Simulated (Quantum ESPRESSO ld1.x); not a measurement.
Values are calculated unless marked as measured or tabulated.
Problem. In II, configuration [Kr] 4d10 5s2 (the NIST ground configuration). Level of theory: Dirac Kohn-Sham, PBE, spin-unpolarised, spherical densities, point nucleus (ld1.x of Quantum ESPRESSO 7.5).

Spin-orbit splittings of the eigenvalues, e(l+1/2) - e(l-1/2), with zeta = 2 splitting/(2l+1) and mean radii in bohr:

shell  occ.  splitting (eV)  zeta (eV)  <r> j=l-1/2  <r> j=l+1/2
2p        6               ?          ?       0.1085       0.1137
3p        6           38.09      25.39       0.3394       0.3505
3d       10           7.804      3.121       0.3223       0.3258
4p        6           6.646      4.431       0.9014       0.9317
4d       10          0.8620     0.3448        1.169        1.185

Estimate the 2p splitting.

Solution. 210.9 eV (zeta = 140.6 eV).
